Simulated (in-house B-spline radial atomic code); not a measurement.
Multiplet parameters of the 3p4 shell in Br19+ ([Ne] 3s2 3p4). Computed with a B-spline radial code for spherical atoms: non-relativistic Hartree-Fock, average of configuration, point nucleus.

Slater integrals: F^2 = 210437 cm⁻¹. Central-field spin-orbit parameter ζ(3p) = 51050 cm⁻¹ (bare central field on non-relativistic orbitals, without two-electron terms: too large for light atoms, too small for heavy ones).

With F₂ = F^2/25 = 8417 cm⁻¹:

(1) Where do the terms lie in LS coupling, without spin-orbit interaction?

(2) How far can these numbers be trusted?

## Answers

(1) In cm⁻¹ above the Hund's-rule term:
| term | expression | energy |
| --- | --- | --- |
| 3P | 0 F₂ | 0 |
| 1D | 6 F₂ | 50505 |
| 1S | 15 F₂ | 126262 |

(2) Unscaled Hartree-Fock integrals overestimate measured term splittings, because correlation screens the repulsion; fits to spectra scale them down, most for low charges. Here ζ is 6.06 times F₂, so spin-orbit coupling rivals the gaps between some terms: low levels can stay fairly pure, while close terms of equal J mix strongly.
